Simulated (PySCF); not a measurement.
Delta-SCF ions had no search for a lower state. Excitations are Tamm–Dancoff values on a coarser integration grid. The basis has no diffuse functions, so Rydberg states are missing or too high.

H10SSi5, SMILES `[SiH2]1[SiH2][SiH2]S[SiH2][SiH2]1` (charge 0, multiplicity 1)

Level of theory: PySCF 2.14.0 with ωB97X-D3(BJ)/def2-TZVP // PBE0-D3(BJ)/def2-SVP.

```
Item                                                          Result
--------------------------------------  ----------------------------
HOMO                                                        -9.27 eV
dipole moment                                                 1.15 D
LUMO                                                         1.06 eV
HOMO–LUMO gap                                               10.33 eV
S1 excitation (TDA)                                          5.63 eV
S1 oscillator strength                                         0.001
T1 excitation (TDA)                                          5.12 eV
S1–T1 gap (TDA)                                              0.51 eV
vertical ionisation energy (Delta-SCF)                       8.97 eV
total energy                                           -1851.9633 Ha
cost                                    very roughly 20 core-minutes
```

```xyz
16

Si     0.3096    -1.8333    -0.5682
Si     1.9438    -0.5640     0.5354
Si     1.4460     1.6995     0.1646
S     -0.4192     2.2146     1.1276
Si    -1.8494     1.2475    -0.1726
Si    -1.7893    -1.0761     0.1534
H      0.4220    -1.5569    -2.0365
H      0.4877    -3.3017    -0.3399
H      1.8878    -0.8226     2.0079
H      3.3148    -0.8967     0.0308
H      1.3637     1.9824    -1.3030
H      2.4635     2.5986     0.7847
H     -3.1720     1.8255     0.2080
H     -1.5554     1.5820    -1.6017
H     -1.9603    -1.3505     1.6141
H     -2.8932    -1.7483    -0.6045
```
